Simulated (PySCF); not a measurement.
C4H8Si, SMILES `C=CC(C)=[SiH2]` (C–C–C–Si torsion 180°), neutral singlet in the gas phase. 

Z-matrix (Å, degrees):
```
C
C 1 1.4478
C 2 1.3412 1 125.89
H 3 1.0814 2 120.94 1 180.00
H 3 1.0818 4 116.78 2 -179.99
H 2 1.0870 3 117.68 4 0.02
C 1 1.5058 2 118.69 6 179.99
H 7 1.0903 1 112.23 2 180.00
H 7 1.0942 8 107.82 1 -122.36
H 7 1.0942 8 107.82 9 -115.28
Si 1 1.7298 2 120.00 6 -0.01
H 11 1.4724 1 121.63 2 -179.99
H 11 1.4728 12 116.59 8 180.00
```
Charge 0, multiplicity 1.

All levels are single points at this geometry (B3LYP-D3(BJ)/def2-TZVP); Pople sets use spherical d functions. Orbital energies aren't observables, and empty levels follow the basis.

```
level                            HOMO (eV)  LUMO (eV)  gap (eV)  dipole (D)  vertical IE, Delta-SCF (eV)
-------------------------------  ---------  ---------  --------  ----------  ---------------------------
B3LYP-D3(BJ)/def2-TZVP in PySCF      -5.59      -1.79      3.80        0.86                         7.56
B3LYP/6-311+G** in PySCF             -5.61      -1.83      3.78        0.86                            –
BP86/6-31G* in PySCF                 -4.85      -2.16      2.69        0.37                            –
M06-2X/6-31G* in PySCF               -6.52      -0.61      5.90        0.61                            –
HF/3-21G in PySCF                    -7.28       1.87      9.14        0.40                            –
HF/6-31G* in PySCF                   -7.21       1.87      9.08        0.76                            –
```
